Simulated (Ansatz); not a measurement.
Relaxation of BF₂H₃S (7 atoms, charge 0, multiplicity 1), to a largest force component of 0.03 eV/Å in at most 50 steps.

The calculation used RKS PBE0/def2-SVP in Ansatz 0.2.0.

```xyz
7
Properties=species:S:1:pos:R:3
B 0.039 0.279 -0.029
F -0.125 0.378 1.280
H 1.112 0.449 -0.536
F -1.044 0.098 -0.754
S 0.329 -2.705 0.720
H -0.948 -2.810 0.295
H -0.001 -1.719 1.625
```

Q: Where does it end, and by what steps?

A: The run converged. After 8 steps the energy has fallen by 0.082 eV; H7 moved furthest, 0.55 Å.

```csv
step,energy less start (eV),largest force component (eV/Å),accepted
0,0.0000,0.716,yes
1,0.0222,1.238,no
2,-0.0332,0.425,yes
3,-0.0487,0.317,yes
4,-0.0588,0.469,yes
5,-0.0757,0.134,yes
6,-0.0799,0.131,yes
7,-0.0820,0.044,yes
8,-0.0822,0.022,yes
```

```xyz
7
Properties=species:S:1:pos:R:3
B 0.030 0.300 -0.055
F -0.138 0.662 1.206
H 1.110 0.356 -0.577
F -1.061 0.073 -0.767
S 0.355 -2.500 0.642
H -0.918 -2.725 0.250
H -0.019 -2.197 1.904
```

Whether the end is a true minimum wasn't checked by a vibrational analysis.

Run time: 12 s on 1 thread of Intel(R) Xeon(R) 6975P-C (Granite Rapids) (shared host), peak memory 0.15 GiB.
